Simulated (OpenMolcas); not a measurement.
**OpenMolcas run: Pd**

Input:

```
&GATEWAY
Coord
1

Pd 0.0 0.0 0.0
Basis=ANO-R1
Group=XYZ
NoMove
AngMom=0.0 0.0 0.0
AMFI
&SEWARD
&RASSCF
FileOrb=start.orb
Symmetry=1
Spin=3
nActEl=8 0 0
Inactive=10 9
Ras2=5 0
CIRoot=10 10 1
SDav=10
CIMx=300
Iter=120 100
PrWF=0.3
OrbListing=Nothing
MaxOrb=0
Atom
>>> COPY $Project.JobIph JOB001
&RASSCF
FileOrb=start.orb
Symmetry=1
Spin=1
nActEl=8 0 0
Inactive=10 9
Ras2=5 0
CIRoot=15 15 1
SDav=15
CIMx=300
Iter=120 100
PrWF=0.3
OrbListing=Nothing
MaxOrb=0
Atom
>>> COPY $Project.JobIph JOB002
&RASSI
NrOfJobIphs=2 10 15
1 2 3 4 5 6 7 8 9 10
1 2 3 4 5 6 7 8 9 10 11 12 13 14 15
IphNames
JOB001
JOB002
EJob
SpinOrbit
DIPRint=1.0
SOCoupling=1000.0
Subsets=2
MEES
Property=10
'ANGMOM' 1 'ANGMOM' 2 'ANGMOM' 3 'MLTPL  1' 1 'MLTPL  1' 2 'MLTPL  1' 3
'AMFI' 1 'AMFI' 2 'AMFI' 3 'MLTPL  2' 6
SOProperty=3
'ANGMOM' 1 'ANGMOM' 2 'ANGMOM' 3
```

A driver script runs the steps one by one and writes start.orb anew before each from the orbitals found so far.

Output, cut to the results:

```
--- SEWARD ---
Basis set label: PD.ANO-R...6S4P3D1F.

      Electronic valence basis set:
      ------------------
      Associated Effective Charge  46.000000 au
      Associated Actual Charge     46.000000 au
      Nuclear Model: Finite nucleus - Gaussian distribution
        Gaussian exponent, Xi/bohr**(-2):  2.05009E+08

      Shell  nPrim  nBasis  Cartesian Spherical Contaminant
         s      22       6        X
         p      16       4        X
         d      12       3                 X
         f       6       1                 X
                  Relativistic X2C integrals
                  Atomic mean-field integrals
--- RASSCF ---
Wave function specifications:
      -----------------------------

      Number of closed shell electrons          38
      Number of electrons in active shells       8
      Max number of holes in RAS1 space          0
      Max nr of electrons in RAS3 space          0
      Number of inactive orbitals               19
      Number of active orbitals                  5
      Number of secondary orbitals              16
      Spin quantum number                      1.0
      State symmetry                             1
Orbital specifications:
      -----------------------

      Symmetry species                           1   2
                                                ag  au
      Frozen orbitals                            0   0
      Inactive orbitals                         10   9
      Active orbitals                            5   0
      RAS1 orbitals                              0   0
      RAS2 orbitals                              5   0
      RAS3 orbitals                              0   0
      Secondary orbitals                         6  10
      Deleted orbitals                           0   0
      Number of basis functions                 21  19
      Number of CSFs                            10
      Number of root(s) required                10
      Iter CI   SX   CI       RASSCF       Energy    max ROT     max BLB   max BLB  Level Ln srch  Step   QN
          iter iter root      energy       change     param      element    value   shift minimum  type update
 Nr of preliminary CI iterations:   1
      Total energies have been shifted. Add                -5000.00 au
        1   1    6    0   -42.62033960    0.00E+00   8.26E-02   12  18 1  2.19E-01*  0.00   0.00    SX    NO
        2   1    7    0   -42.66371746   -4.34E-02*  5.09E-02    7  10 2 -1.44E-01*  0.00   0.00    SX    NO
        3   1    6    0   -42.67679104   -1.31E-02*  3.74E-02    9  12 2  9.65E-02*  0.00   0.00    SX    NO
        4   1    6    0   -42.68358817   -6.80E-03*  2.69E-02    7  10 2 -6.94E-02*  0.00   0.00    SX    NO
        5   1    6    0   -42.68673956   -3.15E-03*  1.08E-02    7  10 2  5.11E-02*  0.00   0.58    LS   YES
        6   1    4    0   -42.69055336   -3.81E-03*  7.06E-04   14  20 1  2.76E-03*  0.00   1.06    QN   YES
        7   1    3    0   -42.69056488   -1.15E-05*  1.14E-04   10  16 1 -2.70E-04*  0.00   1.00    QN   YES
        8   1    3    0   -42.69056493   -4.76E-08*  3.50E-05   10  16 1 -6.44E-05   0.00   1.30    QN   YES
        9   1    2    0   -42.69056493   -2.73E-09  -7.61E-08    7  10 2  5.10E-07   0.00   1.00    QN   YES
      Convergence after  9 iterations
       10   1    2    0   -42.69056493    7.28E-12  -7.61E-08    1  16 1 -2.61E-07   0.00   1.00    QN   YES
      Natural orbitals and occupation numbers for root  1
      sym 1:   1.865938   1.134062   2.000000   1.134062   1.865938
      Natural orbitals and occupation numbers for root  2
      sym 1:   1.059792   2.000000   1.059792   1.940208   1.940208
      Natural orbitals and occupation numbers for root  3
      sym 1:   1.420796   2.000000   1.420796   1.579204   1.579204
::    RASSCF root number  1 Total energy:  -5042.70931633
::    RASSCF root number  2 Total energy:  -5042.70931633
::    RASSCF root number  3 Total energy:  -5042.70931633
::    RASSCF root number  4 Total energy:  -5042.70931633
::    RASSCF root number  5 Total energy:  -5042.70931633
::    RASSCF root number  6 Total energy:  -5042.70931633
::    RASSCF root number  7 Total energy:  -5042.70931633
::    RASSCF root number  8 Total energy:  -5042.64681167
::    RASSCF root number  9 Total energy:  -5042.64681167
::    RASSCF root number 10 Total energy:  -5042.64681167
--- RASSCF ---
Wave function specifications:
      -----------------------------

      Number of closed shell electrons          38
...
--- RASSI ---
SPIN-FREE ENERGIES:
  (Shifted by EMIN (a.u.) =      -5042.7093163285)

 SF State       Relative EMIN(au)   Rel lowest level(eV)    D:o, cm**(-1)      L_eff

     1             0.0000000000        0.0000000000              0.0000         3.0
     2             0.0000000000        0.0000000000              0.0000         3.0
     3             0.0000000000        0.0000000000              0.0000         3.0
     4             0.0000000000        0.0000000000              0.0000         3.0
     5             0.0000000000        0.0000000000              0.0000         3.0
     6             0.0000000000        0.0000000000              0.0000         3.0
     7             0.0000000000        0.0000000000              0.0000         3.0
    11             0.0537705552        1.4631713476          11801.2728         2.0
    12             0.0537705552        1.4631713476          11801.2728         2.0
    13             0.0537705552        1.4631713476          11801.2728         2.0
    14             0.0537705552        1.4631713476          11801.2728         2.0
    15             0.0537705552        1.4631713476          11801.2728         2.0
    10             0.0625046540        1.7008382819          13718.1859         1.0
     8             0.0625046540        1.7008382819          13718.1859         1.0
     9             0.0625046540        1.7008382819          13718.1859         1.0
    16             0.0828731843        2.2550942278          18188.5616         4.0
    17             0.0828731843        2.2550942278          18188.5616         4.0
    18             0.0828731843        2.2550942278          18188.5616         4.0
    19             0.0828731843        2.2550942278          18188.5616         4.0
    20             0.0828731843        2.2550942278          18188.5616         4.0
    21             0.0828731843        2.2550942278          18188.5616         4.0
...
```

Levels above the lowest, from the spin-orbit matrix, grouped by J:

| Configuration | Term | J | E (cm-1) | Term weight % | Second |
| --- | --- | --- | --- | --- | --- |
| 4d8 5s2 | 3F | 4 | 0.0 | 99 |  |
| 4d8 5s2 | 3F | 3 | 3103 | 100 |  |
| 4d8 5s2 | 3F | 2 | 4749 | 93 | 6 1D |
| 4d8 5s2 | 1D | 2 | 12915 | 53 | 43 3P |
| 4d8 5s2 | 3P | 1 | 16821 | 100 |  |
| 4d8 5s2 | 3P | 0 | 17130 | 99 |  |
| 4d8 5s2 | 3P | 2 | 17164 | 57 | 41 1D |
| 4d8 5s2 | 1G | 4 | 20652 | 99 |  |
| 4d8 5s2 | 1S | 0 | 48138 | 99 |  |

Without dynamic correlation excited terms often stand tens of per cent too high (terms of higher spin than the ground term too low), and those without a measured partner can miss by more than the paired ones. The free ion's ground configuration, as NIST lists it, lies outside this active space, so the lowest level here need not be the ground level. With the s shell closed, the reference lacks s² → p², s² → d² and s → d mixing, so excited terms can stand far too high and out of order, with CASPT2 too. Only configurations of the active space appear.

The term weight is that of the spin-free term in the level, not the purity of its configuration.
